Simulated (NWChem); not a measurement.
Everything below was run with NWChem. System: C$_{4}$H$_{4}$ClF, charge 0, spin multiplicity 1, at a geometry optimised with PBE/def2-SVP. The structure started from a generated list of species. Level: BHandHLYP/def2-SVP.

The NWChem input:

```
start mol
memory heap 200 mb stack 800 mb global 1000 mb
geometry units angstroms nocenter noautoz noautosym
  F     -1.236603     1.437183     0.735781
  C     -0.974800     0.507011    -0.245722
  C     -1.707016    -0.871071    -0.108557
  C     -0.320463    -1.496631    -0.097596
  C      0.302527    -0.294752    -0.118031
  Cl     1.943839     0.213281    -0.102915
  H     -1.109621     0.997028    -1.236439
  H     -2.260128    -0.937291     0.850926
  H     -2.381543    -1.150873    -0.946047
  H      0.033967    -2.536632    -0.121483
end
basis spherical
  * library def2-svp
end
dft
  xc bhlyp
  semidirect memsize 60000000 filesize 0
  iterations 100
end
task dft energy
```

Part of the output:

```
             Northwest Computational Chemistry Package (NWChem) 7.3.0
             --------------------------------------------------------

                                NWChem Input Module
                                -------------------

 Scaling coordinates for geometry "geometry" by  1.889725989
 (inverse scale =  0.529177249)

                             Geometry "geometry" -> ""
                             -------------------------

 Output coordinates in angstroms (scale by  1.889725989 to convert to a.u.)

  No.       Tag          Charge          X              Y              Z
 ---- ---------------- ---------- -------------- -------------- --------------
    1 F                    9.0000    -1.23660300     1.43718300     0.73578100
    2 C                    6.0000    -0.97480000     0.50701100    -0.24572200
    3 C                    6.0000    -1.70701600    -0.87107100    -0.10855700
    4 C                    6.0000    -0.32046300    -1.49663100    -0.09759600
    5 C                    6.0000     0.30252700    -0.29475200    -0.11803100
    6 Cl                  17.0000     1.94383900     0.21328100    -0.10291500
    7 H                    1.0000    -1.10962100     0.99702800    -1.23643900
    8 H                    1.0000    -2.26012800    -0.93729100     0.85092600
    9 H                    1.0000    -2.38154300    -1.15087300    -0.94604700
   10 H                    1.0000     0.03396700    -2.53663200    -0.12148300

 Effective nuclear repulsion energy (a.u.)     272.4892617277

            Nuclear Dipole moment (a.u.)
            ----------------------------
        X                 Y               Z
 ---------------- ---------------- ----------------
    -0.0000018897    -0.0000037795    -0.0000094486


 Summary of "ao basis" -> "" (spherical)
 ------------------------------------------------------------------------------
       Tag                 Description            Shells   Functions and Types
 ---------------- ------------------------------  ------  ---------------------
 *                          def2-svp                  on all atoms

                                 NWChem DFT Module
                                 -----------------

 Summary of "ao basis" -> "ao basis" (spherical)
 ------------------------------------------------------------------------------
       Tag                 Description            Shells   Functions and Types
 ---------------- ------------------------------  ------  ---------------------
 F                          def2-svp                 6       14   3s2p1d
 C                          def2-svp                 6       14   3s2p1d
 Cl                         def2-svp                 8       18   4s3p1d
 H                          def2-svp                 3        5   2s1p

 Summary of "ao basis" -> "ao basis" (spherical)
 ------------------------------------------------------------------------------
       Tag                 Description            Shells   Functions and Types
 ---------------- ------------------------------  ------  ---------------------
 F                          def2-svp                 6       14   3s2p1d
 C                          def2-svp                 6       14   3s2p1d
 Cl                         def2-svp                 8       18   4s3p1d
 H                          def2-svp                 3        5   2s1p

            General Information
            -------------------
          SCF calculation type: DFT
          Wavefunction type:  closed shell.
          No. of atoms     :    10
          No. of electrons :    54
           Alpha electrons :    27
            Beta electrons :    27
          Charge           :     0
          Spin multiplicity:     1
          Use of symmetry is: off; symmetry adaption is: off
          Maximum number of iterations: 100
          AO basis - number of functions:   108
                     number of shells:    50
          Convergence on energy requested:  1.00D-06
          Convergence on density requested:  1.00D-05
          Convergence on gradient requested:  5.00D-04

              XC Information
              --------------
                        BHLYP Method XC Functional
                     Hartree-Fock (Exact) Exchange  0.500
                        Slater Exchange Functional  0.500 local
                    Becke 1988 Exchange Functional  0.500 non-local
              Lee-Yang-Parr Correlation Functional  1.000

             Grid Information
             ----------------
          Grid used for XC integration:  medium
          Radial quadrature: Mura-Knowles
          Angular quadrature: Lebedev.
          Tag              B.-S. Rad. Rad. Pts. Rad. Cut. Ang. Pts.
          ---              ---------- --------- --------- ---------
          F                   0.50       49          11.0       434
          C                   0.70       49          10.0       434
          Cl                  1.00       88          12.0       590
          H                   0.35       45          11.0       434
          Grid pruning is: on
          Number of quadrature shells:   513
          Spatial weights used:  Erf1

          Convergence Information
          -----------------------
          Convergence aids based upon iterative change in
          total energy or number of iterations.
          Levelshifting, if invoked, occurs when the
          HOMO/LUMO gap drops below (HL_TOL):  1.00D-02
          DIIS, if invoked, will attempt to extrapolate
          using up to (NFOCK): 10 stored Fock matrices.

                    Damping( 0%)  Levelshifting(0.5)       DIIS
                  --------------- ------------------- ---------------
          dE  on:    start            ASAP                start
          dE off:    2 iters        100 iters           100 iters

      Screening Tolerance Information
      -------------------------------
          Density screening/tol_rho:  1.00D-10
          AO Gaussian exp screening on grid/accAOfunc:  14
          CD Gaussian exp screening on grid/accCDfunc:  20
          XC Gaussian exp screening on grid/accXCfunc:  20
          Schwarz screening/accCoul:  1.00D-08

      Superposition of Atomic Density Guess
      -------------------------------------

 Sum of atomic energies:        -711.11238872

      Non-variational initial energy
      ------------------------------

 Total energy =    -714.220789
 1-e energy   =   -1519.856840
 2-e energy   =     533.146790
 HOMO         =      -0.349279
 LUMO         =      -0.270461

------------------------------------------------------------
EAF file 0: "./mol.aoints.0" size=524288 bytes
------------------------------------------------------------
               write      read    awrite     aread      wait
               -----      ----    ------     -----      ----
     calls:        1         0         0         0         0
   data(b): 5.24e+05  0.00e+00  0.00e+00  0.00e+00
   time(s): 0.00e+00  0.00e+00  0.00e+00  0.00e+00  0.00e+00
rate(mb/s): 0.00e+00  0.00e+00
------------------------------------------------------------

   convergence    iter        energy       DeltaE   RMS-Dens  Diis-err    time
 ---------------- ----- ----------------- --------- --------- ---------  ------
 d= 0,ls=0.0,diis     1   -711.1831178003 -9.84D+02  4.38D+01  4.64D+00     3.7
 d= 0,ls=0.0,diis     2   -713.8852656639 -2.70D+00  1.57D-02  3.61D+00     4.6
 d= 0,ls=0.0,diis     3   -714.3143187960 -4.29D-01  4.25D-03  1.97D-01     5.6
 d= 0,ls=0.0,diis     4   -714.3319601168 -1.76D-02  1.51D-03  3.83D-02     6.5
 d= 0,ls=0.0,diis     5   -714.3359496437 -3.99D-03  4.71D-04  2.77D-03     7.4
  Resetting Diis
 d= 0,ls=0.0,diis     6   -714.3362901042 -3.40D-04  1.24D-04  1.46D-04     8.4
 d= 0,ls=0.0,diis     7   -714.3363109330 -2.08D-05  6.96D-05  2.28D-05     9.3
 d= 0,ls=0.0,diis     8   -714.3363106212  3.12D-07  3.45D-05  2.72D-05    10.3
 d= 0,ls=0.0,diis     9   -714.3363135109 -2.89D-06  6.22D-06  3.42D-07    11.2
 d= 0,ls=0.0,diis    10   -714.3363135536 -4.28D-08  3.01D-06  6.19D-08    12.2

         Total DFT energy =     -714.336313553622
      One electron energy =    -1523.214317455504
           Coulomb energy =      598.117121262281
    Exchange-Corr. energy =      -61.728379088074
 Nuclear repulsion energy =      272.489261727674

 Numeric. integr. density =       54.000007073580

     Total iterative time =     11.7s

                       DFT Final Molecular Orbital Analysis
                       ------------------------------------

 Vector   25  Occ=2.000000D+00  E=-4.003975D-01
              MO Center= -9.5D-01,  1.2D-01, -4.7D-02, r^2= 3.1D+00
   Bfn.  Coefficient  Atom+Function         Bfn.  Coefficient  Atom+Function
  ----- ------------  ---------------      ----- ------------  ---------------
    33      0.325116   3 C  py               19     -0.275934   2 C  py
     5     -0.267325   1 F  py               89     -0.230095   7 H  s
     8      0.202266   1 F  py                6      0.179837   1 F  pz
    20      0.163453   2 C  pz               36      0.164092   3 C  py
    47     -0.145569   4 C  py              104      0.144195  10 H  s

 Vector   26  Occ=2.000000D+00  E=-3.683674D-01
              MO Center=  1.1D+00,  1.8D-01, -8.7D-02, r^2= 3.0D+00
   Bfn.  Coefficient  Atom+Function         Bfn.  Coefficient  Atom+Function
  ----- ------------  ---------------      ----- ------------  ---------------
    82      0.520250   6 Cl py               79      0.374942   6 Cl py
    18     -0.233504   2 C  px               81     -0.227788   6 Cl px
    76      0.215772   6 Cl py               61     -0.175394   5 C  py
    78     -0.170739   6 Cl px                4     -0.167626   1 F  px
     7      0.130457   1 F  px               60      0.110253   5 C  px

 Vector   27  Occ=2.000000D+00  E=-3.081081D-01
              MO Center=  2.9D-01, -6.2D-01, -9.5D-02, r^2= 3.2D+00
   Bfn.  Coefficient  Atom+Function         Bfn.  Coefficient  Atom+Function
  ----- ------------  ---------------      ----- ------------  ---------------
    83     -0.396474   6 Cl pz               48      0.362134   4 C  pz
    62      0.331199   5 C  pz               51      0.270562   4 C  pz
    80     -0.263540   6 Cl pz               65      0.219284   5 C  pz
    77     -0.151619   6 Cl pz               94     -0.133622   8 H  s
    99      0.121604   9 H  s                34     -0.101607   3 C  pz

 Vector   28  Occ=0.000000D+00  E= 2.873024D-02
              MO Center= -8.6D-02, -7.8D-01, -1.0D-01, r^2= 2.7D+00
   Bfn.  Coefficient  Atom+Function         Bfn.  Coefficient  Atom+Function
  ----- ------------  ---------------      ----- ------------  ---------------
    51      0.650832   4 C  pz               65     -0.578342   5 C  pz
    62     -0.411701   5 C  pz               48      0.407937   4 C  pz
    90     -0.274060   7 H  s                83      0.235496   6 Cl pz
    95     -0.177589   8 H  s                31      0.155762   3 C  s
    23     -0.153610   2 C  pz               17      0.140884   2 C  s

 Vector   29  Occ=0.000000D+00  E= 1.022480D-01
              MO Center= -1.4D+00, -7.3D-01, -8.0D-01, r^2= 6.5D+00
   Bfn.  Coefficient  Atom+Function         Bfn.  Coefficient  Atom+Function
  ----- ------------  ---------------      ----- ------------  ---------------
    31      2.082195   3 C  s               100     -1.356431   9 H  s
    90     -0.971802   7 H  s               105     -0.791417  10 H  s
    95     -0.693910   8 H  s                50     -0.522560   4 C  py
    59      0.481546   5 C  s                23     -0.392948   2 C  pz
    17      0.379160   2 C  s                22      0.326605   2 C  py

 Vector   30  Occ=0.000000D+00  E= 1.202408D-01
              MO Center= -1.6D-01, -4.7D-01, -5.7D-01, r^2= 6.4D+00
   Bfn.  Coefficient  Atom+Function         Bfn.  Coefficient  Atom+Function
  ----- ------------  ---------------      ----- ------------  ---------------
    17      1.598392   2 C  s                59     -1.257297   5 C  s
    90     -1.101873   7 H  s               105      1.093186  10 H  s
    45     -0.706143   4 C  s                50      0.564767   4 C  py
    81     -0.551007   6 Cl px              100     -0.512088   9 H  s
    23     -0.487281   2 C  pz               36     -0.427508   3 C  py

 center of mass
 --------------
 x =   0.11269426 y =   0.09343392 z =   0.03702055

 moments of inertia (a.u.)
 ------------------
         376.178240693126          -2.548734821753          63.027675421545
          -2.548734821753         844.776871070082         -72.818649412626
          63.027675421545         -72.818649412626        1114.182180240094

     Multipole analysis of the density
     ---------------------------------

     L   x y z        total         alpha         beta         nuclear
     -   - - -        -----         -----         ----         -------
     0   0 0 0     -0.000000    -27.000000    -27.000000     54.000000

     1   1 0 0     -0.375987     -0.187992     -0.187992     -0.000002
     1   0 1 0     -0.715652     -0.357824     -0.357824     -0.000004
     1   0 0 1     -0.491126     -0.245558     -0.245558     -0.000009

     2   2 0 0    -30.396652   -219.391495   -219.391495    408.386339
     2   1 1 0      1.486696     -4.646322     -4.646322     10.779340
     2   1 0 1      1.231059     13.774066     13.774066    -26.317072
     2   0 2 0    -30.041670   -102.601190   -102.601190    175.160710
     2   0 1 1     -1.272973    -17.448203    -17.448203     33.623434
     2   0 0 2    -30.804205    -31.094715    -31.094715     31.385225

 Task  times  cpu:       12.2s     wall:       12.2s

 Total times  cpu:       12.2s     wall:       12.2s
```
